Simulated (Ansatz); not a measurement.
A structure relaxed at PBE-D4/def2-SVP in Ansatz, charge 0, singlet:

```tsv
atom	x (Å)	y (Å)	z (Å)
Hf1	-0.964	-0.621	-0.923
Hf2	1.267	-0.022	0.749
Si3	0.751	1.154	-1.417
Si4	-1.054	-0.512	1.591
```

Task: Give its formula and point group.

Result: Hf₂Si₂. Point group C2v (tolerance 0.1 Å).

Task: Summarise the bond lengths by kind (pairs closer than 1.2 times the sum of covalent radii, bridged metal pairs left out).

Result: 4 × Hf–Si 2.52 Å; 1 × Hf–Hf 2.85 Å.

In the def2 sets Hf takes a core potential; there is no spin–orbit coupling. The restricted singlet is unstable towards broken spin symmetry at other levels; at PBE-D4/def2-SVP this wasn't settled. Another isomer (singlet) lies 0.77 eV lower at PBE0-D4/def2-TZVP; other spin states weren't run for this one.
